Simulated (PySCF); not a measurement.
Al(F)(Me)(NHMe) (C2H7AlFN), SMILES [F][Al]([CH3])[NH]C. Coordinates come from a B3LYP-D3(BJ)/def2-SVP optimisation. Other conformers were not sampled.

Computed equilibrium geometry at B3LYP-D3(BJ)/def2-SVP (PySCF confirms it by a frequency run) as Cartesian coordinates in Å, and its point group (one conformer of several):
point group Cs.
```xyz
12

Al    -0.1051     0.5217     0.0000
F     -1.3511     1.6391     0.0000
C      1.7440     1.1189     0.0000
H      2.4595     0.2810     0.0000
H      1.9549     1.7423     0.8854
H      1.9549     1.7423    -0.8854
N     -0.6125    -1.1768     0.0000
C      0.2063    -2.3756     0.0000
H     -1.6068    -1.3927     0.0000
H      0.0368    -3.0108    -0.8905
H      0.0368    -3.0108     0.8905
H      1.2754    -2.1079     0.0000
```
